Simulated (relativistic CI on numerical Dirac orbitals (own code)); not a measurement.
**Ligand-field terms of d7**

Computed with a parametric ligand-field model of a d^n configuration (Racah B and C, spin-orbit zeta, crystal field), exact diagonalisation.

Field parameters in Wybourne normalisation: Oh B⁴₀ = 21Dq, B⁴₄ = √(5/14) B⁴₀. The field is a parameter set, without covalency.

B = 770 cm⁻¹, C = 3750 cm⁻¹ (C/B = 4.87), Oh, no spin-orbit coupling. Tanabe-Sugano data, E/B above the lowest term (Δ = |10Dq|; b, c mark the second and third term of a kind):

| Δ/B | 4T1 | 4T2 | 4A2 | 4T1(b) | 2E | 2T1 | 2T2 | 2T1(b) |
| --- | --- | --- | --- | --- | --- | --- | --- | --- |
| 1.0 | 0.00 | 0.81 | 1.81 | 15.62 | 18.94 | 19.19 | 19.00 | 23.82 |
| 3.0 | 0.00 | 2.49 | 5.49 | 16.97 | 18.17 | 19.78 | 19.60 | 24.20 |
| 5.0 | 0.00 | 4.22 | 9.22 | 18.44 | 16.64 | 19.95 | 19.99 | 24.54 |
| 7.0 | 0.00 | 6.00 | 13.00 | 20.00 | 14.89 | 19.96 | 20.22 | 24.82 |
| 9.0 | 0.00 | 7.82 | 16.82 | 21.63 | 13.04 | 19.92 | 20.35 | 25.05 |
| 11.0 | 0.00 | 9.66 | 20.66 | 23.32 | 11.16 | 19.86 | 20.43 | 25.24 |
| 13.0 | 0.00 | 11.53 | 24.53 | 25.06 | 9.25 | 19.79 | 20.47 | 25.40 |
| 15.0 | 0.00 | 13.42 | 28.42 | 26.83 | 7.33 | 19.72 | 20.49 | 25.53 |
| 17.0 | 0.00 | 15.32 | 32.32 | 28.64 | 5.39 | 19.66 | 20.50 | 25.64 |
| 19.0 | 0.00 | 17.23 | 36.23 | 30.46 | 3.45 | 19.60 | 20.50 | 25.73 |
| 21.0 | 0.00 | 19.16 | 40.16 | 32.31 | 1.50 | 19.55 | 20.49 | 25.81 |
| 23.0 | 0.45 | 21.54 | 44.54 | 34.63 | 0.00 | 19.95 | 20.94 | 26.33 |
| 25.0 | 2.41 | 25.44 | 50.44 | 38.47 | 0.00 | 21.87 | 22.89 | 28.35 |
| 27.0 | 4.38 | 29.35 | 56.35 | 42.32 | 0.00 | 23.79 | 24.84 | 30.36 |
| 29.0 | 6.34 | 33.27 | 62.27 | 46.19 | 0.00 | 25.72 | 26.80 | 32.37 |
| 31.0 | 8.31 | 37.19 | 68.19 | 50.07 | 0.00 | 27.65 | 28.75 | 34.38 |
| 33.0 | 10.28 | 41.12 | 74.12 | 53.96 | 0.00 | 29.59 | 30.72 | 36.38 |
| 35.0 | 12.25 | 45.06 | 80.06 | 57.86 | 0.00 | 31.54 | 32.68 | 38.39 |
| 37.0 | 14.23 | 49.00 | 86.00 | 61.77 | 0.00 | 33.49 | 34.64 | 40.39 |
| 39.0 | 16.20 | 52.94 | 91.94 | 65.68 | 0.00 | 35.44 | 36.61 | 42.39 |
| 41.0 | 18.18 | 56.89 | 97.89 | 69.60 | 0.00 | 37.39 | 38.58 | 44.39 |
| 43.0 | 20.16 | 60.85 | 103.85 | 73.53 | 0.00 | 39.35 | 40.55 | 46.39 |
| 45.0 | 22.14 | 64.80 | 109.80 | 77.46 | 0.00 | 41.31 | 42.52 | 48.39 |
| 47.0 | 24.12 | 68.76 | 115.76 | 81.40 | 0.00 | 43.27 | 44.50 | 50.39 |

The ground term changes from 4T1 to 2E between Δ/B = 21.0 and 23.0.
